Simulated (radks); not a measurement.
The numbers below are computed, except where a source is named.
Problem. Coherent X-ray form factor from a spherical all-electron density. Level of theory: scalar-relativistic Kohn-Sham, PBEsol, spin-polarised, spherical densities, finite nucleus; Fermi nuclear charge, rms radius of each element as measured or else 0.836 A^(1/3) + 0.57 fm (a radial shooting solver on a logarithmic mesh with Libxc functionals).

sin(theta)/lambda (1/angstrom)  f0 (electrons)
0.05                                    52.383
0.1                                     50.653
0.15                                    48.124
0.2                                     45.185
0.25                                    42.181
0.3                                     39.336
0.4                                     34.450
0.5                                     30.509
0.6                                     27.200
0.8                                     22.016
1                                       18.545
1.25                                    15.705
1.5                                     13.448
2                                        9.516

The species is in the configuration that NIST lists as its ground one. Which atom or ion scatters so?

Solution. The lanthanum ion La4+, [Kr] 4d10 5s2 5p5. Extrapolating in s^2 from the first two rows gives f0(0) = 53.0, near the electron count 53; among species with that count, the fall with angle is slower the higher Z, and the table is that of Z = 57; from so few rows the species is fixed only to a neighbour or two.
